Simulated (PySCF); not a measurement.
V(O)(F)3 cation (F3OV), SMILES [F][V]([F])([F])=[O] (connectivity only; charge and spin as stated), charge +1, multiplicity 2.

Coordinates come from a PBE0-D3(BJ)/def2-SVP optimisation. The geometry has at least one imaginary mode, so it is a saddle point at that level. The multiplicity is an assumed one; other spin states were not compared. The isomer is the one that the SMILES or the coordinates give; other isomers of the formula were not compared.

Computed with TDA-PBE/def2-SVPD (PySCF).

Vertical excitations. Isolated molecule, no solvent.

Computed excitation energies, oscillator strengths and character:
| state | energy (eV) | λ (nm) | f | main pairs |
|---|---|---|---|---|
| root 1 | 0.38 | 3251 | 0.000 | β HOMO→LUMO 99 % |
| root 2 | 1.39 | 891 | 0.001 | β HOMO−1→LUMO 99 % |
| root 3 | 2.23 | 555 | 0.000 | β HOMO−2→LUMO 99 % |
| root 4 | 2.59 | 478 | 0.000 | β HOMO−3→LUMO 99 % |
| root 5 | 2.72 | 456 | 0.002 | β HOMO−4→LUMO 98 % |
| root 6 | 3.14 | 395 | 0.004 | β HOMO−5→LUMO 93 % |
| root 7 | 3.60 | 344 | 0.001 | α HOMO→LUMO+1 29 %, β HOMO→LUMO+1 67 % |
| root 8 | 3.75 | 331 | 0.002 | β HOMO−6→LUMO 87 % |
| root 9 | 3.84 | 323 | 0.000 | α HOMO→LUMO 10 %, β HOMO→LUMO+2 80 % |
| root 10 | 3.98 | 311 | 0.004 | β HOMO−7→LUMO 88 % |
Unrestricted roots are not spin-pure.
